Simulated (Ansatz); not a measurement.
System: ZrI₃, charge 0, multiplicity 2. The spin state was set by rule; other spins were not relaxed. SMILES of the parent species: [I][Zr]([I])[I]
Structure (B3LYP-D3(BJ)/def2-TZVP (Ansatz, a first-principles code) minimum search):
```xyz
4

Zr     0.0000     0.0000     0.0000
I     -2.1313    -1.6446    -0.2542
I     -0.0141     2.4259    -1.1945
I      2.1454    -0.7813     1.4486
```
Charge 0, spin multiplicity 2.

Parts of the frozen-core correlation energy in def2-SVP (Ansatz, hartree). Frozen orbitals: 31; correlated occupied orbitals by spin: 13 and 12; virtual: 65 and 66. Open shells are spin-unrestricted. No spin-orbit coupling. In def2 rows, elements after Kr have scalar-relativistic effective core potentials.

| term | value |
|---|---|
| reference (HF) | -936.69845 |
| MP2 opposite-spin | -0.25349 |
| MP2 same-spin | -0.10672 |
| CCSD correlation | -0.38639 |
| (T) | -0.01494 |
| T1 diagnostic | 0.025 |
| largest doubles amplitude | 0.028 |
| <S^2> of the reference | 0.759 |
